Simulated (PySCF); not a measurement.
C2H7ClSi, SMILES [SiH3]CCCl, GFN2-xTB optimised geometry.

```
11

Si     0.71    -1.37     0.00
C      0.00     0.40     0.00
C     -1.51     0.40     0.00
Cl    -2.17     2.07     0.00
H      2.17    -1.27     0.00
H      0.24    -2.07     1.19
H      0.25    -2.07    -1.20
H      0.35     0.95    -0.87
H      0.35     0.94     0.88
H     -1.92    -0.08    -0.89
H     -1.92    -0.08     0.89
```

Density from PySCF with B3LYP/def2-TZVP at that geometry.

Minimum of the electron density along straight lines between bonded atoms, close to the bond critical point (lines longer than 1.1 times the sum of covalent radii, or with two minima, are not listed):

| bond | length / Å | ρ at the minimum / e bohr⁻³ | ∇²ρ there / e bohr⁻⁵ | position (fraction from the first atom) |
|---|---|---|---|---|
| Si1–C2 | 1.907 | ___ | 0.13 | 0.39 |
| C2–C3 | 1.510 | 0.254 | -0.64 | 0.49 |
| C3–Cl4 | 1.795 | 0.179 | ___ | 0.42 |
| Si1–H5 | 1.462 | 0.125 | 0.19 | 0.49 |
| Si1–H6 | 1.464 | 0.125 | 0.18 | 0.49 |
| Si1–H7 | 1.464 | 0.125 | 0.18 | 0.49 |
| C2–H8 | 1.091 | 0.277 | -0.93 | 0.64 |
| C2–H9 | 1.091 | 0.277 | -0.93 | 0.64 |
| C3–H10 | 1.090 | 0.288 | -1.02 | 0.65 |
| C3–H11 | 1.089 | 0.288 | -1.02 | 0.65 |

What belongs in the gaps?


- Si1–C2, ρ at the minimum / e bohr⁻³: 0.116
- C3–Cl4, ∇²ρ there / e bohr⁻⁵: -0.23
